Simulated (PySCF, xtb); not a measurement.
Te(Br)(NH2) (BrH2NTe), SMILES N[Te]Br. The values are those of a single conformer.

Harmonic wavenumbers (cm⁻¹) from xtb 6.7.1 with GFN2-xTB at its own minimum, in rising order: 135, 251, 318, 465, 669, 858, 1494, 3424, 3459.

Question: What does B3LYP-D3(BJ)/def2-SVP in PySCF give at its own minimum? (Estimate from the structure and the level; the computed values follow.)

Answer: 137, 231, 419, 508, 702, 913, 1539, 3513, 3625. Paired by order, the mean absolute difference is 62 cm⁻¹ and the zero-point energies are 15.8 and 16.6 kcal/mol.
